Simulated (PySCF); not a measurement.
# Electron correlation in Sc⁺ (scandium, charge +1)

[Ar] 3d1 4p1, one real determinant (an excited configuration). Calculation: PySCF 2.14, in aug-cc-pVDZ-DK; the spin-free X2C one-electron Hamiltonian (Gaussian nucleus). Frozen: [Ar]; 2 electrons correlated.

With two correlated electrons CCSD is exact within the correlated space (frozen core and kept virtual orbitals).

```tsv
level	correlation energy (mhartree)
CCSD	-2.52
```

Diagnostics: T1 = 0.0058, D1 = 0.0096, largest double amplitude 0.121.

The real determinant used has ⟨L²⟩ near 8 against 12 for a pure F term, so it mixes terms.

Cost of the coupled-cluster step: of the order of 1 core-seconds, for 2 correlated electrons.

Iterations:

```
CC2 = 0
CCSD nocc = (np.int64(2), np.int64(0)), nmo = (50, 50)
frozen orbitals [[0, 1, 2, 3, 4, 5, 6, 7, 8], [0, 1, 2, 3, 4, 5, 6, 7, 8]]
max_cycle = 100
direct = 0
conv_tol = 1e-08
conv_tol_normt = 1e-06
diis_space = 8
diis_start_cycle = 0
Init t2, MP2 energy = -0.00146149273899921
Init E_corr(UCCSD) = -0.00146149274072708
cycle = 1  E_corr(UCCSD) = -0.00198757129384367  dE = -0.000526078553  norm(t1,t2) = 0.0131018
cycle = 2  E_corr(UCCSD) = -0.00219369281141252  dE = -0.000206121518  norm(t1,t2) = 0.00630569
cycle = 3  E_corr(UCCSD) = -0.00236938328282459  dE = -0.000175690471  norm(t1,t2) = 0.00354562
cycle = 4  E_corr(UCCSD) = -0.00237149856535901  dE = -2.11528253e-06  norm(t1,t2) = 0.00144042
cycle = 5  E_corr(UCCSD) = -0.00237812650827352  dE = -6.62794291e-06  norm(t1,t2) = 0.00109742
cycle = 6  E_corr(UCCSD) = -0.00237982585744717  dE = -1.69934917e-06  norm(t1,t2) = 0.00100418
cycle = 7  E_corr(UCCSD) = -0.00239273932564708  dE = -1.29134682e-05  norm(t1,t2) = 0.000995012
cycle = 8  E_corr(UCCSD) = -0.00243588512731464  dE = -4.31458017e-05  norm(t1,t2) = 0.000928472
cycle = 9  E_corr(UCCSD) = -0.00249188035798372  dE = -5.59952307e-05  norm(t1,t2) = 0.000635849
cycle = 10  E_corr(UCCSD) = -0.00248207885589406  dE = 9.80150209e-06  norm(t1,t2) = 0.000614282
cycle = 11  E_corr(UCCSD) = -0.00250102154283522  dE = -1.89426869e-05  norm(t1,t2) = 0.000707428
cycle = 12  E_corr(UCCSD) = -0.00251460748145447  dE = -1.35859386e-05  norm(t1,t2) = 0.000286608
cycle = 13  E_corr(UCCSD) = -0.00251663620299392  dE = -2.02872154e-06  norm(t1,t2) = 8.55602e-05
cycle = 14  E_corr(UCCSD) = -0.00251700496190947  dE = -3.68758916e-07  norm(t1,t2) = 2.39584e-05
cycle = 15  E_corr(UCCSD) = -0.00251704318405391  dE = -3.82221444e-08  norm(t1,t2) = 1.58225e-05
cycle = 16  E_corr(UCCSD) = -0.0025169629658899  dE = 8.0218164e-08  norm(t1,t2) = 7.9448e-06
cycle = 17  E_corr(UCCSD) = -0.00251683993356969  dE = 1.2303232e-07  norm(t1,t2) = 6.04623e-06
cycle = 18  E_corr(UCCSD) = -0.00251705552845438  dE = -2.15594885e-07  norm(t1,t2) = 6.5233e-06
cycle = 19  E_corr(UCCSD) = -0.00251699478746677  dE = 6.07409876e-08  norm(t1,t2) = 3.67394e-06
cycle = 20  E_corr(UCCSD) = -0.00251700001540433  dE = -5.22793756e-09  norm(t1,t2) = 2.43383e-06
cycle = 21  E_corr(UCCSD) = -0.00251694627365327  dE = 5.37417511e-08  norm(t1,t2) = 3.39223e-06
cycle = 22  E_corr(UCCSD) = -0.00251697653747792  dE = -3.02638247e-08  norm(t1,t2) = 2.76886e-06
cycle = 23  E_corr(UCCSD) = -0.00251697676892619  dE = -2.31448268e-10  norm(t1,t2) = 2.48162e-06
cycle = 24  E_corr(UCCSD) = -0.00251695816750411  dE = 1.86014221e-08  norm(t1,t2) = 2.59536e-06
cycle = 25  E_corr(UCCSD) = -0.00251694279801506  dE = 1.53694891e-08  norm(t1,t2) = 2.30425e-06
cycle = 26  E_corr(UCCSD) = -0.0025169391647479  dE = 3.63326716e-09  norm(t1,t2) = 1.65026e-06
cycle = 27  E_corr(UCCSD) = -0.00251693063236813  dE = 8.53237977e-09  norm(t1,t2) = 8.64047e-07
UCCSD converged
E(UCCSD) = -762.9682406669702  E_corr = -0.002516930632368127
```

The reference is one real determinant that mixes LS terms of this configuration.
